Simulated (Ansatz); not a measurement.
`CCC(F)CC(F)CC(F)CC(C)F` with charge -1, relaxed as a doublet with UKS r2SCAN-D4/def2-SVP in Ansatz, starting from the r2SCAN-D4/def2-SVP geometry of the neutral singlet. Force threshold 0.03 eV/Å.

The highest occupied level of the relaxed charge -1 doublet lies above zero (up to 3.93 eV). By energy differences it is unbound by 2.49 eV (each at its own geometry, against the charge 0 singlet, at PBE0-D4/def2-SVP) and held by the finite basis.

Start:

```
atom    x (Å)    y (Å)    z (Å)
  C1  -0.8288   3.0747  -3.5049
  C2  -1.1358   1.5844  -3.4144
  C3  -0.2672   0.8407  -2.4162
  F4  -0.5255  -0.5293  -2.5558
  C5  -0.5107   1.2008  -0.9623
  C6   0.3824   0.4150  -0.0229
  F7   1.7151   0.7673  -0.2948
  C8   0.1095   0.6660   1.4455
  C9   1.1324   0.0154   2.3664
 F10   0.7901   0.3477   3.6722
 C11   1.2540  -1.4996   2.2493
 C12  -0.0576  -2.2672   2.1925
 C13   0.1193  -3.7642   2.3165
 F14  -0.8842  -1.8299   3.2281
 H15  -1.0575   3.6033  -2.5661
 H16  -1.4224   3.5500  -4.2999
 H17   0.2352   3.2494  -3.7353
 H18  -0.9794   1.1043  -4.3953
 H19  -2.1951   1.4162  -3.1499
 H20   0.8031   0.9889  -2.6533
 H21  -1.5674   0.9976  -0.7136
 H22  -0.3303   2.2773  -0.8039
 H23   0.2930  -0.6590  -0.2654
 H24  -0.8942   0.2920   1.7076
 H25   0.1121   1.7516   1.6440
 H26   2.1247   0.4590   2.1706
 H27   1.8419  -1.7412   1.3464
 H28   1.8444  -1.8451   3.1157
 H29  -0.5921  -2.0354   1.2507
 H30   0.6176  -4.0104   3.2670
 H31  -0.8582  -4.2676   2.2935
 H32   0.7316  -4.1526   1.4881
```

```
         step  energy (eV)  largest force component (eV/Å)  SCF passes
            1  -21502.1834                           0.678          46
            2  -21502.3099                           0.414          29
            3  -21502.3467                           0.147          28
            4  -21502.3563                           0.082          29
            5  -21502.3625                           0.065          30
            6  -21502.3662                           0.087          30
            7  -21502.3683                           0.097          32
            8  -21502.3708                           0.083          29
            9  -21502.3732                           0.063          28
           10  -21502.3751                           0.079          28
           11  -21502.3766                           0.101          27
           12  -21502.3784                           0.078          30
           13  -21502.3813                           0.087          27
           14  -21502.3827                           0.170          34
           15  -21502.3858                           0.153          31
           16  -21502.3893                           0.091          36
           17  -21502.3930                           0.168          36
           18  -21502.4004                           0.109          30
19 (rejected)  -21502.3944                           0.168          31
           20  -21502.4042                           0.021          29
           21  -21502.4056                           0.045          28
           22  -21502.4068                           0.030          31
           23  -21502.4084                           0.051          29
           24  -21502.4092                           0.054          31
           25  -21502.4103                           0.032          28
           26  -21502.4106                           0.035          30
           27  -21502.4108                           0.027          26
           28  -21502.4110                           0.011          31
```

Force components are those of the run's own axes.

End:

```xyz
32

C    -1.648    2.854   -3.168
C    -0.956    1.526   -3.448
C     0.220    1.232   -2.524
F     0.817    0.057   -2.995
C    -0.177    1.050   -1.077
C     0.907    0.506   -0.190
F     2.151    1.137   -0.441
C     0.562    0.641    1.277
C     1.436   -0.212    2.185
F     1.343    0.300    3.492
C     1.121   -1.696    2.200
C    -0.326   -2.092    2.318
C    -0.507   -3.556    2.609
F    -1.007   -1.312    3.283
H    -2.148    2.849   -2.186
H    -2.416    3.072   -3.928
H    -0.929    3.693   -3.171
H    -0.578    1.502   -4.486
H    -1.670    0.685   -3.342
H     0.988    2.028   -2.619
H    -1.017    0.273   -0.998
H    -0.572    2.006   -0.689
H     1.054   -0.575   -0.447
H    -0.503    0.363    1.411
H     0.678    1.698    1.574
H     2.492   -0.074    1.877
H     1.459   -2.123    1.199
H     1.738   -2.165    2.989
H    -0.845   -1.861    1.335
H     0.053   -3.891    3.498
H    -1.576   -3.790    2.747
H    -0.144   -4.122    1.713
```

By distances, no bond broke or formed. The bond that changes most is C5–H21, from 1.10 to 1.15 Å (atoms count from 1).

The force fell under the threshold at step 20, but the optimiser went on and released 0.007 eV more. No frequencies were taken in this run, so the end may be a saddle point.

Hardware: 4 threads of Arm Neoverse V2 on a shared host. Wall time 8.7 min, peak host memory 0.63 GiB.
